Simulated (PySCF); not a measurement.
AuCl, SMILES [Cl][Au], multiplicity 1.

The structure is a stationary point at B3LYP-D3(BJ)/def2-TZVPD. The multiplicity is an assumed one; other spin states were not compared. The def2 effective core potentials stand for the cores of Au; spin–orbit coupling is left out.

The numbers are results of PySCF with PBE0/def2-TZVPD, not measurements.

```
Property                                                                                                        Value
---------------------------------------------------------------------------------------------  ----------------------
total energy                                                                                       -595.80441 hartree
point group                                                                                                       C∞v
highest occupied level                                                                                       -8.04 eV
lowest empty level                                                                                           -3.88 eV
orbital gap                                                                                                   4.16 eV
dipole moment                                                                                               0.828 e·Å
quadrupole, principal values (traceless, Buckingham form, about the centre of nuclear charge)  -0.20, -0.20, 0.40 D·Å
mean static polarisability                                                                       44.8 bohr³ (6.64 Å³)
polarisability, principal values                                                               37.0, 37.0, 60.5 bohr³
```
